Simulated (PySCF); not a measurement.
Molecule: `C(C)CNC(C)=O`, C$_{5}$H$_{11}$NO.

Cartesian coordinates in Å; atom numbers follow the order of the lines, from 1:
```xyz
18

C    -1.887    0.889   -0.722
C    -1.789   -0.336    0.173
C    -0.575   -1.209   -0.126
N     0.682   -0.529    0.063
C     1.502   -0.192   -0.975
C     2.747    0.567   -0.569
O     1.255   -0.480   -2.129
H    -2.767    1.501   -0.473
H    -0.996    1.527   -0.617
H    -1.958    0.602   -1.783
H    -2.692   -0.961    0.065
H    -1.766   -0.026    1.233
H    -0.604   -2.123    0.492
H    -0.584   -1.525   -1.180
H     0.931   -0.224    0.995
H     3.350    0.753   -1.465
H     2.484    1.530   -0.105
H     3.341   -0.008    0.158
```

Geometry PBE0-D3(BJ)/def2-SVP throughout; GIAO in PySCF 2.14.0 with density-fitted response routines, gas phase, one conformer, non-relativistic; equivalent atoms averaged; basis pcSseg-1.

**Question.** How do the absolute shieldings σ depend on the functional? (a selection of nuclei; ppm; last column core-seconds on shared hosts with different chips, so compare them loosely; the GGAs took longer than the global hybrids here, which isn't the general rule, and the cause wasn't traced)

**Answer.** 
| functional | kind | C5 | C3 | C2 | C1 | N4 | O7 | H15 | H11/H12 | H8/H9/H10 | core-s |
| --- | --- | --- | --- | --- | --- | --- | --- | --- | --- | --- | --- |
| HF | Hartree–Fock | 13.9 | 155.4 | 165.7 | 178.8 | 153.9 | -79.1 | 28.11 | 30.63 | 30.72 | 7.8 |
| LDA | LDA | 11.8 | 139.8 | 152.8 | 170.2 | 122.5 | -101.5 | 26.71 | 29.53 | 29.93 | 19 |
| PBE | GGA | 16.5 | 139.3 | 151.1 | 167.7 | 125.2 | -92.3 | 27.19 | 29.91 | 30.27 | 24 |
| OPBE | GGA | 28.6 | 146.0 | 157.5 | 172.6 | 133.5 | -74.0 | 27.16 | 29.94 | 30.33 | 50 |
| KT2 | GGA | 26.3 | 142.5 | 154.4 | 170.8 | 133.2 | -69.0 | 27.32 | 29.90 | 30.24 | 33 |
| PBE0 | global hybrid | 15.6 | 145.1 | 157.1 | 172.4 | 133.3 | -94.3 | 27.37 | 30.07 | 30.35 | 22 |
| BHandHLYP | global hybrid | 9.5 | 145.4 | 156.7 | 171.7 | 137.0 | -97.5 | 27.68 | 30.29 | 30.49 | 18 |
| CAM-B3LYP | range-separated hybrid | 8.5 | 143.1 | 154.9 | 170.6 | 133.1 | -99.2 | 27.52 | 30.14 | 30.38 | 22 |
| wB97X-D | range-separated hybrid | 13.6 | 145.5 | 157.8 | 172.4 | 135.2 | -91.6 | 27.54 | 30.22 | 30.45 | 22 |

**Question.** Which nucleus among those listed moves most, in ppm?

**Answer.** O7 (amide-type carbonyl oxygen): from -101.5 ppm with LDA to -69.0 ppm with KT2. The smallest spread is 0.79 ppm, at H8/H9/H10. Proton shifts span only some 12 ppm, so a few tenths of a ppm matter as much there as several ppm in carbon.
